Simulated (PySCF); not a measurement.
**Computed structure and properties of [La(H2O)4]3+**

System: [La(H2O)4]3+ (singlet; a saddle point, relaxed within its symmetry); start: template (D2d). Method: PySCF 2.14.0, RKS PBE0, La def2-SVP with ECP46, O def2-SVP, H def2-SVP; non-relativistic Hamiltonian with scalar-relativistic core potentials where named; density fitting; no spin-orbit coupling.

Input of the relaxation:

```python
mol = gto.M(atom='''
La    -0.00000     0.00000     0.00000
O      1.47800     1.47800     1.47800
H      1.81870     1.27420     2.36310
H      1.81870     2.36310     1.27420
O     -1.47800    -1.47800     1.47800
H     -1.81870    -1.27420     2.36310
H     -1.81870    -2.36310     1.27420
O      1.47800    -1.47800    -1.47800
H      1.81870    -2.36310    -1.27420
H      1.81870    -1.27420    -2.36310
O     -1.47800     1.47800    -1.47800
H     -1.81870     2.36310    -1.27420
H     -1.81870     1.27420    -2.36310''',
    basis={'La': 'def2-SVP', 'O': 'def2-SVP', 'H': 'def2-SVP'},
    ecp={'La': 'def2-SVP'},
    charge=3, spin=0)
mf = dft.RKS(mol, xc='PBE0')
mf.grids.atom_grid = (50, 194)  # f atoms: unpruned, at least (60, 302)
mf = mf.density_fit()  # fitting sets: La def2-universal-JKFIT, O def2-universal-JKFIT, H def2-universal-JKFIT
mf.conv_tol = 1e-08; mf.max_cycle = 55
mf.kernel(dm0)  # dm0: converged density of the start geometry
# quasi-Newton relaxation in Cartesian coordinates to a largest gradient under 0.00045 Eh/bohr, steps kept in the point group
```

Run from Python with OMP_NUM_THREADS=2; the lines above give its settings. Where DIIS fails, smearing, a level shift and second-order steps follow.
It took 79 s on 2 threads of Arm Neoverse V1 (shared host), from the converged density of the start.

Course of the relaxation:

```tsv
step	energy above end (eV)	largest force component within the symmetry (eV/Å)
0	0.2377	0.906
1	0.1110	0.296
2	0.0335	0.328
3	0.0227	0.416
4	0.0010	0.042
5	0.0000	0.009
6	0.0000	0.000
```

Relaxed geometry (D2d):

```xyz
13

La    0.0000    0.0000    0.0000
O     1.4013    1.4119    1.4119
H     1.7668    1.2144    2.3013
H     1.7668    2.3013    1.2144
O    -1.4013   -1.4119    1.4119
H    -1.7668   -1.2144    2.3013
H    -1.7668   -2.3013    1.2144
O     1.4013   -1.4119   -1.4119
H     1.7668   -2.3013   -1.2144
H     1.7668   -1.2144   -2.3013
O    -1.4013    1.4119   -1.4119
H    -1.7668    2.3013   -1.2144
H    -1.7668    1.2144   -2.3013
```

| contact | Å |
| --- | --- |
| La1–O2 (H2O) | 2.439 |
| La1–O5 (H2O) | 2.439 |
| La1–O8 (H2O) | 2.439 |
| La1–O11 (H2O) | 2.439 |

On the finer grid (75, 302):

```json
{"HOMO": "-23.64 eV", "LUMO": "-15.31 eV", "Dipole about the centre of mass": "0.00 D", "Set of Mulliken populations of La1 outside the core potential": "s 2.13, p 6.14, d 0.77, f 0.12", "D3(BJ) dispersion energy (not in the energies)": "-0.181 eV"}
```

```
atom  Mulliken (e)  Löwdin (e)  spin (e)
 La1          1.84        1.42      0.00
  O2         -0.32        0.02      0.00
  H3          0.31        0.19      0.00
  H4          0.31        0.19      0.00
  O5         -0.32        0.02      0.00
  H6          0.31        0.19      0.00
  H7          0.31        0.19      0.00
  O8         -0.32        0.02      0.00
  H9          0.31        0.19      0.00
 H10          0.31        0.19      0.00
 O11         -0.32        0.02      0.00
 H12          0.31        0.19      0.00
 H13          0.31        0.19      0.00
```

On the grid (50, 194), as all that follows. Harmonic modes: 3 unstable, so a saddle point once the symmetry is let go (counted below −25 cm⁻¹); lowest -130 cm⁻¹ (negative: unstable), highest 3697 cm⁻¹, zero-point energy 2.648 eV.

Taking off one H2O (charge 0, singlet; the rest: singlet) in vacuum, both parts rigid, costs 3.02 eV; the small basis without counterpoise inflates it. Parting with an electron moved from the ligand to the metal can be far cheaper, even downhill.

Rigid scan of H2O along the line from its metal:

distance to O2 (Å), energy (eV) and a bar:
```
     2.14      0.559 ##############################
     2.24      0.212 ###########
     2.34      0.046 ##
     2.44      0.000 
     2.54      0.035 ##
```

One start shape was tried, so this needn't be the lowest isomer.
